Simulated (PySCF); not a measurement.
1-fluoro-1-methoxyethene (C₃H₅FO), SMILES C=C(F)OC.

Geometry: r2SCAN-D4/def2-SVP. A frequency run showed that this geometry is not a minimum. The values are those of a single conformer.

Calculation: SMD-ωB97X/def2-SVP run with PySCF.

Solvation free energies are E(SMD) − E(gas) at the gas-phase geometry, for 1 M in both phases. In vacuum the dipole moment is 1.59 D.

Problem. Rank water, N,N-dimethylformamide, toluene by solvation free energy, most negative first.

Solution. N,N-dimethylformamide (-1.9 kcal/mol), toluene (-1.4 kcal/mol), water (0.5 kcal/mol)
